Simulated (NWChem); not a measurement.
C4H5NS; SMILES s1c(cnc1)C

Results from NWChem. Pople sets run with spherical d functions. The geometry was optimised at PBE0/def2-SVP. B3LYP is NWChem's, with the RPA form of VWN correlation. Static field.

Question: What does the run give for B3LYP/6-31G*? Quantities: isotropic polarisability (bohr³); anisotropy (bohr³).

Answer: 
```yaml
isotropic polarisability (bohr³): 58.3
anisotropy (bohr³): 38.8
```
